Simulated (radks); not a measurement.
Excited configurations of neutral scandium: one electron is placed in a higher orbital outside [Ar] 3d1 4s1. The ground configuration is [Ar] 3d1 4s2. All-electron calculation, scalar-relativistic Kohn-Sham, BLYP, spin-unpolarised, spherical densities, finite nucleus; Fermi nuclear charge, rms radius 3.5459 fm. Program: a radial shooting solver on a logarithmic mesh with Libxc functionals. Excitation = E - E(ground); binding = E(ion) - E, where the ion is the core of charge +1; n* = 1/sqrt(2 binding) in atomic units, and the quantum defect is n - n*.

outer orbital  excitation (eV)  binding (eV)     n*  quantum defect  eigenvalue (eV)  <r> (bohr)
4p                       2.814         4.009  1.842           2.158           -1.866       4.900
4d                       5.298         1.525  2.987           1.013           -0.565       10.23
7p                       6.119         0.705  4.393           2.607           -0.434       32.59

The Delta-SCF ionisation energy is 6.824 eV (NIST Atomic Spectra Database: 6.561 eV, measured). Self-interaction in the functional shifts the binding energies and quantum defects, so they are the method's values and not measured ones. Spin polarisation and multiplet splitting are left out, so open shells lie too high by an amount that depends on their filling.

Beside tabulated values, note that spin-unpolarised runs miss the spin-polarisation part of the exchange energy of open shells.
